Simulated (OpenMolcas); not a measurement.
V3+ with 6 ligands (fluoride) in trigonal prismatic coordination (D3h), a polar angle of 48.1° against the regular 49.1°. A charge of +0.5 e stands 2.6 Å behind each ligand. Ligand basis ANO-RCC-VDZP.

```json
{
  "Program": "OpenMolcas",
  "Method": "CASSCF",
  "Basis": "ANO-RCC-VTZP [6s5p3d2f1g]",
  "Scalar Hamiltonian": "DKH2, point nucleus",
  "Active space": "2 electrons in 5 orbitals (3d)",
  "State averaging": "2S+1 = 3 even, 10 roots; 2S+1 = 1 even, 15 roots",
  "Spin-orbit coupling": "state interaction with AMFI integrals over the reference wave functions"
}
```

All ligands move together. At R = 1.95 Å the first state of the same spin is 9615 cm-1, and at R = 2.08 Å it is 7274 cm-1.

Q: A third run gives 10892 cm-1. What distance was it run at?

A: With a power law R^-n the two known points give n = -ln(7274 / 9615) / ln(2.08 / 1.95) = 4.32. Then R = 1.95 × (9615 / 10892)^(1/4.32) = 1.895 Å. The run was at 1.85 Å, so the estimate is off by +0.045 Å.

An orbital doublet at a regular site is open to a Jahn-Teller distortion, which this geometry leaves out. Without dynamic correlation the repulsion within the d shell is too large (B by tens of per cent), so at a given field states of lower spin stand too high. Ligand-to-metal charge-transfer states are missing. With no ligand orbital active B as a rule stays too high, so bands that hang on it stand too high and its fall with covalency is understated. With metal d orbitals alone and no dynamic correlation the field as a rule comes out too small, by tens of per cent, by up to half for chloride and softer ligands. No measured value stands beside these numbers; the geometry is a model, was not optimised and need not be the one that this ion takes.
